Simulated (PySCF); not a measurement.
Work out the structure from these simulated measurements.

Elements present: C, H, N and Si. Monoisotopic mass: 101.0661 u.

| Quantity | Value |
| --- | --- |
| Triplet | lowest triplet excitation (Tamm–Dancoff): 5.78 eV [TDA wB97X-D/def2-SVPD] |
| 13C NMR | chemical shifts (computed TMS as zero) by class: 51.0 (1 C), 39.5 (1 C), 23.1 (1 C), 18.7 (1 C) ppm [GIAO PBE0/pcSseg-1] |
| Dipole | 0.87 D [wB97X-D/def2-SVPD] |
| Rotational structure | rotational constants A, B, C: 4.120, 2.756, 1.809 GHz [GFN2-xTB] |
| 1H NMR | chemical shifts (computed TMS as zero) by class: 4.89 (1 H), 4.63 (1 H), 3.44 (1 H), 3.22 (1 H), 1.99 (1 H), 1.46 (1 H), 1.34 (1 H), 1.31 (3 H), -0.06 (1 H) ppm [GIAO PBE0/pcSseg-1] |
| UV, first state | lowest singlet excitation: 6.00 eV (207 nm, f = 0.007) [TDDFT wB97X-D/def2-SVPD] |
| Polarisability | 78.6 au [wB97X-D/def2-SVPD] |

Gas-phase values; electronic properties from PySCF, density fitting. Levels stand in brackets. The structure is a single GFN2-xTB conformer in the gas phase; no vibrational or solvent corrections. NMR classes are plain means over equivalent atoms (diastereotopic ones count apart unless rotation or inversion swaps them), as if these changed places fast.

Question: Which formula fits the mass and the elements?

Answer: C4H11NSi (calculated 101.0661). No other formula that holds each of these elements comes within 0.0003 u with a fitting electron parity and a possible valence count.

Question: What is the compound? Reason from the data.

Answer: Numbering: `[CH3:1][C@@H:2]1[CH2:3][CH2:4][NH:5][SiH2:6]1`. Its formula, C4H11NSi, gives 1 degree of unsaturation: 1 ring and 0 π bonds in the structure found. 4 carbons fall into 4 classes; from least to most shielded: ring sp3 carbon bound to nitrogen [C4] (51.0 ppm), ring CH2 carbon [C3] (39.5 ppm), ring sp3 carbon bound to silicon [C2] (23.1 ppm), methyl carbon [C1] (18.7 ppm). Hydrogen classes from least to most shielded: 1 H on an SiH2 silicon, Si6 (4.89 ppm), 1 H on an SiH2 silicon, Si6 (4.63 ppm), 1 H on an sp3 carbon bound to nitrogen, C4 (3.44 ppm), 1 H on an sp3 carbon bound to nitrogen, C4 (3.22 ppm), 1 H on a ring CH2 carbon, C3 (1.99 ppm), 1 H on a ring CH2 carbon, C3 (1.46 ppm), 1 H on an sp3 carbon bound to silicon, C2 (1.34 ppm), 3 H on a methyl carbon, C1 (1.31 ppm), 1 H on a silicon-bound nitrogen, N5 (-0.06 ppm). The optimised geometry has point group C1 and is an asymmetric top. Structure: `C[C@@H]1CCN[SiH2]1`. Computed isomers that give other values at the same levels: `[H]/N=C\C(C)(C)[SiH3]` (13C chemical shifts (computed TMS as zero) by class: 182.1 (1 C), 33.3 (1 C), 22.7 (2 C) ppm); `CN1CCC[SiH2]1` (13C chemical shifts (computed TMS as zero) by class: 59.0 (1 C), 37.0 (1 C), 29.7 (1 C), 12.5 (1 C) ppm); `CN[C@@H]1CC[SiH2]1` (13C chemical shifts (computed TMS as zero) by class: 57.2 (1 C), 39.1 (1 C), 31.5 (1 C), 6.6 (1 C) ppm). The assignments are read from this structure; whether some other isomer fits the data as well wasn't checked. The mirror image fits equally.
